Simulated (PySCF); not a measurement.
Species: C₃H₃N₂, net charge 0, doublet state. It need not be the lowest isomer of its formula. 
Geometry from a B3LYP-D3(BJ)/def2-TZVP (Ansatz) optimisation:
```xyz
8

C      0.6219    -1.0198     0.0163
C      1.1975     0.2644     0.0410
C      0.0881     1.0874     0.0076
N     -1.0032     0.2843    -0.0322
N     -0.6694    -1.0346    -0.0267
H      2.2326     0.5490     0.0766
H      0.0029     2.1615     0.0094
H     -1.9721     0.5498    -0.0632
```
Charge 0, spin multiplicity 2.

Dispersion corrections to the total energy (kcal/mol) from the dftd3 and dftd4 libraries through PySCF: D3(BJ) without and D4 with the three-body term, each with the damping fitted for the functional named.

```csv
functional,D3(BJ),D4
B2PLYP,-2.94,?
BLYP,?,-8.68
LC-wPBE,-3.38,-4.13
r2SCAN,-0.97,-0.87
PBE0,-3.18,?
TPSS,-4.71,-5.09
BP86,-5.76,-4.78
```

**Question.** Fill in the missing entries.

**Answer.** 
- B2PLYP, D4: -2.58
- BLYP, D3(BJ): -8.11
- PBE0, D4: -3.07
